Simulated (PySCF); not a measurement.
# Identify the compound

An unknown has the formula C4H13N3Si. Its calculated NMR data are:

$^{1}$H NMR (400 MHz, computed): δ 8.55 (m, 1H), 8.52 (m, 1H), 4.48 (s, 1H), 2.54 (s, 3H), 2.50 (s, 6H), 0.38 (br s, 1H).

$^{13}$C{$^{1}$H} NMR (computed): δ 173.3 (CH2), 37.1 (CH3, 2C), 28.2 (CH3).

[PySCF 2.14: PBE0/pcSseg-1 with gauge-including orbitals; PBE0-D3(BJ)/def2-SVP geometry; non-relativistic; one conformer; in vacuum; rapidly exchanging positions averaged]

Shifts are taken against calculated references (same method and geometry level): $^{1}$H (31.27 ppm), $^{13}$C (184.41 ppm) against TMS.

What is the structure?

Answers


Rings plus π bonds: 1 (no ring in the answer). 3 carbon signals for 4 carbons: some carbons are equivalent by symmetry or fast rotation. Carbon types of the structure: 1 × CH2, 3 × CH3, leaving 2 H on heteroatoms. δC 173.3: C=N carbon. δC 37.1, 28.2: methyl carbon bonded to N; pulled downfield by the heteroatom. δH 8.55, 8.52: hydrogen on a C=N carbon. δH 4.48: hydrogen on a silicon bonded to 3 N. δH 2.54, 2.50: hydrogen on a methyl carbon bonded to N; its carbon carries N, an electronegative neighbour. δH 0.38: hydrogen on a nitrogen bonded to C, Si; labile proton, position sensitive to the medium.

These data were computed for `InChI=1S/C4H13N3Si/c1-5-8(6-2)7(3)4/h6,8H,1H2,2-4H3/t8-/m0/s1`.

This is the structure that produced the data.

The OH or NH signal is concentration- and solvent-dependent in practice; the value given is the gas-phase one. Shifts are as computed. Against solution values, carbons near 30 ppm lie about +2 ppm off and those near 130 ppm about +5 ppm. Of 1211 compounds with measured shifts, 218 miss one by over three times the rms of a fit or turn the order of signals round; such compounds aren't used in these exercises. No couplings were computed; multiplicities are counted from neighbouring protons, with m where these are inequivalent, close in shift, in a saturated or five-membered ring or joined by F or P, and br s for small geminal =CH2 splittings.
